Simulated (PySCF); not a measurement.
**Deuteron quadrupole couplings in `CCC1=C[P@]1(=S)C(F)(F)F`**

Species: C₅H₆F₃PS.
Atom-mapped SMILES: `[CH3:1][CH2:2][C:3]1=[CH:4][P@:5]1(=[S:6])[C:7]([F:8])([F:9])[F:10]` (hydrogens: H11, H12, H13 on C1; H14, H15 on C2; H16 on C4)

Cartesian coordinates in Å at the PBE0-D3(BJ)/def2-SVP level; atoms count from 1:
```xyz
16
C5H6F3PS angstrom
C     -2.5585   -0.4862    0.1233
C     -1.1616   -0.7426    0.6652
C     -0.1518    0.2223    0.1868
C      0.0138    1.2903   -0.5999
P      1.4772    0.9103    0.2985
S      2.4113    1.8170    1.7165
C      2.5957   -0.1140   -0.8262
F      3.3929   -0.8956   -0.1092
F      3.3505    0.6705   -1.5885
F      1.8656   -0.8913   -1.6294
H     -3.2673   -1.2368    0.5013
H     -2.9236    0.5071    0.4247
H     -2.5725   -0.5327   -0.9762
H     -0.8057   -1.7528    0.3970
H     -1.1454   -0.7173    1.7685
H     -0.5409    1.9560   -1.2639
```

Level: PBE0/pcSseg-1 (PySCF, non-relativistic); Q(2H) = 0.00286 b; rigid geometry, the same for H and D, with no vibrational averaging.

Question: Rank these positions by the coupling χzz of a deuteron there, largest first.
A. H12 (methyl hydrogen)
B. H15 (methylene hydrogen)
C. H16 (vinylic hydrogen)

Answer: C (208 kHz), A (195 kHz), B (188 kHz).

Q: What are Vzz, η and χzz (234.96 MHz × Q × Vzz) at all hydrogens?

A: 
```tsv
atom	bonded to	bond length (Å)	Vzz (au)	η	χzz (kHz)
H11	C1	1.099	0.2928	0.03	197
H12	C1	1.100	0.2898	0.03	195
H13	C1	1.101	0.2898	0.03	195
H14	C2	1.104	0.2803	0.04	188
H15	C2	1.104	0.2803	0.04	188
H16	C4	1.092	0.3095	0.01	208
```

Q: How does χzz go with the bond length over the 6 C–H bonds?

A: A straight-line fit has a slope of -16.1 kHz for each 0.01 Å, with a correlation coefficient of -1.00, over lengths from 1.092 to 1.104 Å. The longer bonds have the smaller couplings here.

Q: Give the 2H NMR doublet splittings at H12 for a magnetic field along the z, y and x axes of the gradient: 3χ/2, 3χ(1 + η)/4, 3χ(1 − η)/4.

A: With |χ| = 194.8 kHz and η = 0.029: 292, 150 and 142 kHz, to first order and without motion.

The structure is a single PBE0-D3(BJ)/def2-SVP conformer in the gas phase; no vibrational or solvent corrections. The small basis limits the accuracy of the gradients.
